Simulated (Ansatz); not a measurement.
The pair A = CH2O (SMILES C=O) (first 4 atoms), B = CH2F2 (SMILES FCF); geometry from B3LYP-D3(BJ)/def2-TZVP.
(charge 0, multiplicity 1):
```xyz
9

C     -0.33213    -0.10087    -0.01568
O      0.64597    -0.71396     0.31739
H     -0.54542     0.11586    -1.07976
H     -1.06458     0.27578     0.71961
F     -0.07304     0.77837     3.24697
C      0.00294    -0.57226     3.43976
F     -1.20563    -1.11334     3.10295
H      0.18327    -0.76076     4.49893
H      0.76084    -0.97505     2.77065
```

Cores are frozen in the correlated methods. MP2 and its Hartree–Fock in aug-cc-pVTZ are density fitted.

Codes used: Ansatz (a first-principles code) with Gaussian orbitals. Values without a source in brackets are computed.

The counterpoise-corrected interaction energy is E(AB) − E(A in the pair's basis) − E(B in the pair's basis). Total energies (hartree):

| level | AB | A in the pair's basis | B in the pair's basis |
|---|---|---|---|
| HF/aug-cc-pVDZ | -351.8205475 | -113.8857306 | -237.9316478 |
| MP2/aug-cc-pVDZ | -352.7091080 | -114.2188318 | -238.4857220 |
| HF/aug-cc-pVTZ | -351.9155328 | -113.9141468 | -237.9983574 |
| MP2/aug-cc-pVTZ | -353.0103002 | -114.3164141 | -238.6888618 |
| CCSD(T)/aug-cc-pVDZ | -352.7666132 | -114.2451717 | -238.5167028 |

Task: Work out the counterpoise-corrected interaction energy at the basis-set limit: extrapolate the MP2 correlation part as X⁻³, take Hartree–Fock from the larger set, and add the CCSD(T) − MP2 difference of aug-cc-pVDZ.

Result: 
1. Differences (1 hartree = 627.509 kcal/mol): HF/aug-cc-pVDZ -1.989; MP2/aug-cc-pVDZ -2.858; HF/aug-cc-pVTZ -1.901; MP2/aug-cc-pVTZ -3.153; CCSD(T)/aug-cc-pVDZ -2.974.
2. Correlation parts, MP2 less HF: -0.869 in aug-cc-pVDZ (X = 2), -1.252 in aug-cc-pVTZ (X = 3).
3. Limit (3³·(-1.252) − 2³·(-0.869))/(3³ − 2³) = -1.414; with HF/aug-cc-pVTZ it gives -3.314.
4. CCSD(T) less MP2 in aug-cc-pVDZ: -0.116.
Result: -3.43 kcal/mol, against -2.86 at MP2/aug-cc-pVDZ. It is an estimate of this method's limit, not of the exact value.
